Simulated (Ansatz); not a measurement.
Reaction (ligand exchange at the Si–C bond): `N=C[SiH2]F` + `C[NH][GeH3]` → `C[N]([GeH3])[SiH2]F` + `C=N`

Isolated molecules relaxed with PBE0-D4/def2-TZVP in Ansatz; ΔE leaves out vibrations. CCSD(T)/CBS adds triple-zeta CCSD(T) − MP2 to the extrapolated MP2 energy (def2 sets, frozen cores). This one scheme is used for every species. DFT in def2-TZVPP. For Ge outer-core shells are correlated without core-valence functions, which leaves a few kJ/mol of doubt a bond. Scalar relativity is left out up to krypton. One conformer a species, not always the lowest.

CCSD(T)/CBS gives -0.99 eV.

Task: Another level gave -1.01 eV. Which?
A. PBE/def2-TZVPP
B. B2PLYP/def2-TZVPP
C. MP2/def2-TZVPP
D. CCSD(T)/def2-TZVPP

Result: D. CCSD(T)/def2-TZVPP -1.01, B2PLYP -0.95, PBE -0.81, MP2/def2-TZVPP -1.05 eV.

Largest T1 diagnostic among the species: 0.012.

From PBE to PBE0 (25 % exact exchange), in def2-TZVPP and without D4, ΔE moves by −0.06 eV. Leaving LDA and LC-ωPBE aside and taking each functional with its dispersion term where it has one, the values, not all of them listed here, spread over 0.16 eV, from BHLYP-D4 to PBE-D4. LDA lies −0.08 eV from PBE without D4. The D4 term adds −0.07 eV with B3LYP and −0.04 eV with PBE0; it sums over pairs of atoms, weighted by their polarisabilities, and B3LYP, whose exchange is more repulsive, gets the larger term.

B3LYP here is the variant with VWN-RPA as its local correlation; programs differ in this.
